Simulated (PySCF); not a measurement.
Si(F)(Me)2(SH) (C₂H₇FSSi), SMILES C[Si](C)(F)S. Atoms are numbered in the order given.

```xyz
12

C      1.5671    -0.1392    -1.2504
Si     0.1218    -0.3137    -0.0809
C     -1.2581    -1.3503    -0.7940
F      0.6536    -1.0357     1.2865
S     -0.5896     1.6035     0.6107
H      1.2666     0.3887    -2.1707
H      2.3815     0.4338    -0.7804
H      1.9567    -1.1298    -1.5394
H     -2.0711    -1.4739    -0.0618
H     -1.6808    -0.8757    -1.6952
H     -0.8878    -2.3493    -1.0791
H     -0.9740     2.0003    -0.6248
```

The structure is a stationary point at TPSSh-D3(BJ)/def2-SVP. The structure was generated by enumeration, and PubChem lists no compound with its InChIKey, so it may never have been made. One conformer was computed; it need not be the lowest.

Two levels are set side by side: PBE/pcSseg-1 (PySCF) and HF/pcSseg-1 (PySCF). GIAO shifts against CFCl3 (¹⁹F), H2S (³³S), TMS (²⁹Si), TMS (¹H), TMS (¹³C) at the same level; non-relativistic, no solvent, atoms listed together averaged. Differences are taken from unrounded values.

```
quantity                    HF     PBE  PBE minus HF
----------------------  ------  ------  ------------
δ(¹³C) of C1, C3 (ppm)     6.5     8.9           2.3
δ(²⁹Si) of Si2 (ppm)      37.2    55.1          17.9
δ(¹⁹F) of F4 (ppm)      -141.1  -197.6         -56.5
δ(³³S) of S5 (ppm)        -9.7    32.7          42.4
δ(¹H) of H12 (ppm)        0.28    0.04         -0.24
```

Rough cost on one machine, each run with all the roots and properties that it gave: HF against PBE within a factor of 2.
